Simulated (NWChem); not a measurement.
Everything below was run with NWChem. System: H$_{3}$ISi, charge 0, spin multiplicity 1, at a geometry optimised with B3LYP/def2-SVP with def2 effective core potentials on I. The structure started from a generated list of species. Level: MP2/def2-TZVPP with def2 effective core potentials on I, 9 core orbitals frozen.

Output (cleaned and shortened):

```
             Northwest Computational Chemistry Package (NWChem) 7.3.0
             --------------------------------------------------------

                                NWChem Input Module
                                -------------------

 Scaling coordinates for geometry "geometry" by  1.889725989
 (inverse scale =  0.529177249)

 Turning off AUTOSYM since
 SYMMETRY directive was detected!

                             Geometry "geometry" -> ""
                             -------------------------

 Output coordinates in angstroms (scale by  1.889725989 to convert to a.u.)

  No.       Tag          Charge          X              Y              Z
 ---- ---------------- ---------- -------------- -------------- --------------
    1 Si                  14.0000     1.85257100     0.03831800     0.00000000
    2 I                   53.0000    -0.62095100    -0.01284300     0.00000000
    3 H                    1.0000     2.31024600     0.75283500     1.22091100
    4 H                    1.0000     2.31024600     0.75283500    -1.22091100
    5 H                    1.0000     2.35391300    -1.36141800     0.00000000

 Effective nuclear repulsion energy (a.u.)     200.0654352563

            Nuclear Dipole moment (a.u.)
            ----------------------------
        X                 Y               Z
 ---------------- ---------------- ----------------
    -0.0000075589     0.0000472431     0.0000000000

      Symmetry information
      --------------------

 Group name             Cs
 Group number              2
 Group order               2
 No. of unique centers     4

      Symmetry unique atoms

     1    2    3    5


 Summary of "ao basis" -> "" (spherical)
 ------------------------------------------------------------------------------
       Tag                 Description            Shells   Functions and Types
 ---------------- ------------------------------  ------  ---------------------
 *                         def2-tzvpp                 on all atoms

 Summary of "ao basis" -> "ao basis" (spherical)
 ------------------------------------------------------------------------------
       Tag                 Description            Shells   Functions and Types
 ---------------- ------------------------------  ------  ---------------------
 Si                        def2-tzvpp               14       42   5s5p3d1f
 I                         def2-tzvpp               16       50   6s5p3d2f
 H                         def2-tzvpp                6       14   3s2p1d

                                 NWChem SCF Module
                                 -----------------

  ao basis        = "ao basis"
  functions       =   134
  atoms           =     5
  closed shells   =    21
  open shells     =     0
  charge          =   0.00
  wavefunction    = RHF
  use symmetry    = T
  symmetry adapt  = T

 Summary of "ao basis" -> "ao basis" (spherical)
 ------------------------------------------------------------------------------
       Tag                 Description            Shells   Functions and Types
 ---------------- ------------------------------  ------  ---------------------
 Si                        def2-tzvpp               14       42   5s5p3d1f
 I                         def2-tzvpp               16       50   6s5p3d2f
 H                         def2-tzvpp                6       14   3s2p1d

      Symmetry analysis of basis
      --------------------------

        a'         85
        a"         49

 Forming initial guess at       0.3s

      Superposition of Atomic Density Guess
      -------------------------------------

 Sum of atomic energies:        -637.49666968

      Non-variational initial energy
      ------------------------------

 Total energy =    -587.341563
 1-e energy   =   -1123.930193
 2-e energy   =     433.977424
 HOMO         =      -0.341423
 LUMO         =       0.009238

      Symmetry analysis of molecular orbitals - initial
      -------------------------------------------------

  Numbering of irreducible representations:

     1 a'          2 a"

  Orbital symmetries:

     1 a'          2 a'          3 a'          4 a'          5 a'
     6 a"          7 a'          8 a"          9 a'         10 a'
[...]
  ----- ------------  ---------------      ----- ------------  ---------------
    58      0.448399  2 I  px                52     -0.374151  2 I  px
    55      0.280522  2 I  px                15     -0.258678  1 Si px
    61      0.162249  2 I  px

 Vector   20  Occ=2.000000D+00  E=-3.749612D-01  Symmetry=a"
              MO Center= -4.3D-01,  1.3D-02, -1.3D-11, r^2= 2.5D+00
   Bfn.  Coefficient  Atom+Function         Bfn.  Coefficient  Atom+Function
  ----- ------------  ---------------      ----- ------------  ---------------
    60      0.552224  2 I  pz                54     -0.439734  2 I  pz
    57      0.340703  2 I  pz                63      0.267460  2 I  pz

 Vector   21  Occ=2.000000D+00  E=-3.749609D-01  Symmetry=a'
              MO Center= -4.3D-01, -3.1D-02,  1.3D-11, r^2= 2.5D+00
   Bfn.  Coefficient  Atom+Function         Bfn.  Coefficient  Atom+Function
  ----- ------------  ---------------      ----- ------------  ---------------
    59      0.552106  2 I  py                53     -0.439641  2 I  py
    56      0.340630  2 I  py                62      0.267403  2 I  py

 Vector   22  Occ=0.000000D+00  E= 8.142313D-02  Symmetry=a'
              MO Center=  1.0D+00,  2.1D-02,  2.1D-14, r^2= 7.7D+00
   Bfn.  Coefficient  Atom+Function         Bfn.  Coefficient  Atom+Function
  ----- ------------  ---------------      ----- ------------  ---------------
    18      1.166688  1 Si px                48      1.045891  2 I  s
     5     -0.997055  1 Si s                 61      0.924721  2 I  px
    58      0.253158  2 I  px                15      0.220366  1 Si px
     4     -0.193005  1 Si s                 45     -0.189119  2 I  s
    52     -0.175974  2 I  px                44      0.157902  2 I  s

 Vector   23  Occ=0.000000D+00  E= 1.407581D-01  Symmetry=a"
              MO Center=  1.6D+00, -4.3D-01, -8.4D-11, r^2= 5.4D+00
   Bfn.  Coefficient  Atom+Function         Bfn.  Coefficient  Atom+Function
  ----- ------------  ---------------      ----- ------------  ---------------
    20      2.072098  1 Si pz                95     -1.509089  3 H  s
   109      1.509089  4 H  s                 63     -0.450688  2 I  pz
    17      0.188133  1 Si pz

 Vector   24  Occ=0.000000D+00  E= 1.407597D-01  Symmetry=a'
              MO Center=  1.6D+00,  5.0D-01, -2.3D-12, r^2= 5.4D+00
   Bfn.  Coefficient  Atom+Function         Bfn.  Coefficient  Atom+Function
  ----- ------------  ---------------      ----- ------------  ---------------
    19      2.071729  1 Si py               123      1.743144  5 H  s
    95     -0.870773  3 H  s                109     -0.870773  4 H  s
    62     -0.450596  2 I  py                16      0.188091  1 Si py

 center of mass
 --------------
 x =  -0.23864642 y =  -0.00493530 z =   0.00000000

 moments of inertia (a.u.)
 ------------------
          21.697289386522         -11.505543863983           0.000000000000
         -11.505543863983         577.713366340910           0.000000000000
           0.000000000000           0.000000000000         577.951590330240

  Mulliken analysis of the total density
  --------------------------------------

    Atom       Charge   Shell Charges
 -----------   ------   -------------------------------------------------------
    1 Si  14    13.55   2.00  0.58  1.39  0.81  0.34  4.12  1.73  0.50  1.41  0.29  0.00  0.13  0.21  0.03
    2 I   25    25.23   0.18 -0.77  1.58  1.01  1.08  0.84 -0.49  6.45  1.34  2.90  1.06  9.23  0.76  0.05  0.01  0.00
    3 H    1     1.07   0.24  0.57  0.25  0.00  0.02  0.00
    4 H    1     1.07   0.24  0.57  0.25  0.00  0.02  0.00
    5 H    1     1.07   0.24  0.57  0.25  0.00  0.02  0.00

       Multipole analysis of the density wrt the origin
       ------------------------------------------------

     L   x y z        total         open         nuclear
     -   - - -        -----         ----         -------
     0   0 0 0      0.000000      0.000000     42.000000

     1   1 0 0      0.604270      0.000000     32.855955
     1   0 1 0      0.012494      0.000000      0.679600
     1   0 0 1      0.000000      0.000000      0.000000

     2   2 0 0    -28.720370      0.000000    263.912914
     2   1 1 0      0.071537      0.000000      5.238736
     2   1 0 1      0.000000      0.000000      0.000000
     2   0 2 0    -32.177900      0.000000     10.754829
     2   0 1 1      0.000000      0.000000      0.000000
     2   0 0 2    -32.179389      0.000000     10.646226

                   NWChem MP2 Semi-direct Energy/Gradient Module
                   ---------------------------------------------

  Basis functions       =    134
  Molecular orbitals    =    134
  Frozen core           =      9
  Frozen virtuals       =      0
  Active alpha occupied =     12
  Active beta occupied  =     12
  Active alpha virtual  =    113
  Active beta virtual   =    113
  Use MO symmetry       = T
  Use skeleton AO sym   = T

  AO/Fock/Back tols     =   1.0D-09  1.0D-09  1.0D-09

 GA uses MA = F    GA memory limited = T

 Available:
  local mem=  1.26D+08
 global mem=  1.44D+08
 local disk=  0.00D+00
  mp2_memr nvloc                   113
  nvloc new                   113
   1 passes of  12:        5242880                     104403                  39989097.
   1 passes of  12: M    126136972           G      144143288           F     120894092.

 Semi-direct pass number   1 of   1  for RHF alpha+beta  at       13.3s
  vrange nnbf                  8667
  mp2_eaftype                   152  avail_ma_in_mb                  1099
 EAF : mp2_eaftype filesize         152   19994548.
  mp2_eaf for mointskh                    152
Node 0 wrote     94.0 Mb in      0.1 s     Agg I/O rate:  1453.0 Mb/s
 Done moints_semi at       28.4s
  mp2_eaftype                   152  avail_ma_in_mb                   947
 EAF : mp2_eaftype filesize         152   19994548.
  mp2_eaf for kh                   152
 Done maket at       29.0s
 Done multipass loop at       29.0s

          -------------------------------------------
          SCF energy                -587.385656914274
          Correlation energy          -0.626762439396
          Singlet pairs               -0.324977362537
          Triplet pairs               -0.301785076859
          Total MP2 energy          -588.012419353670
          -------------------------------------------

          ---------------------------------------------------
                    Spin Component Scaled (SCS) MP2
          Same spin pairs                     -0.201190051239
          Same spin scaling factor             0.333333333333
          Opposite spin pairs                 -0.425572388157
          Opposite spin scaling fact.          1.200000000000
          SCS-MP2 correlation energy          -0.577750216202
          Total SCS-MP2 energy              -587.963407130475
          ---------------------------------------------------

 -----------------------
 Performance information
 -----------------------

 Timer overhead =  1.52D-07 seconds/call

               Nr. of calls         CPU time (s)                 Wall time (s)                GFlops
             ---------------    -------------------     ------------------------------   -------------------
Name         Min   Avg   Max    Min     Avg     Max     Min     Avg     Max   Mx/calls   Min     Max     Sum
mp2: moin     1     1     1    15.     15.     15.      15.     15.     15.     15.      0.0     0.0     0.0
mp2: make     1     1     1   0.61    0.61    0.61     0.61    0.61    0.61    0.61      0.0     0.0     0.0
mp2: tota     1     1     1    16.     16.     16.      16.     16.     16.     16.      0.0     0.0     0.0

 The average no. of pstat calls per process was 3.00D+00
 with a timing overhead of 4.56D-07s

 Task  times  cpu:       29.0s     wall:       29.0s

 Total times  cpu:       29.0s     wall:       29.0s
```

Write an NWChem input that would produce this output.

This is not unique; one that fits is 
```
start mol
memory heap 200 mb stack 900 mb global 1100 mb
geometry units angstroms nocenter noautoz
  Si     1.852571     0.038318     0.000000
  I     -0.620951    -0.012843     0.000000
  H      2.310246     0.752835     1.220911
  H      2.310246     0.752835    -1.220911
  H      2.353913    -1.361418     0.000000
  symmetry group Cs
end
basis spherical
  * library def2-tzvpp
end
ecp
  I library def2-ecp
end
scf
  rhf
  nopen 0
  maxiter 100
  thresh 1e-7
  semidirect memsize 60000000 filesize 0
end
mp2
  freeze core 9
end
task mp2 energy
```
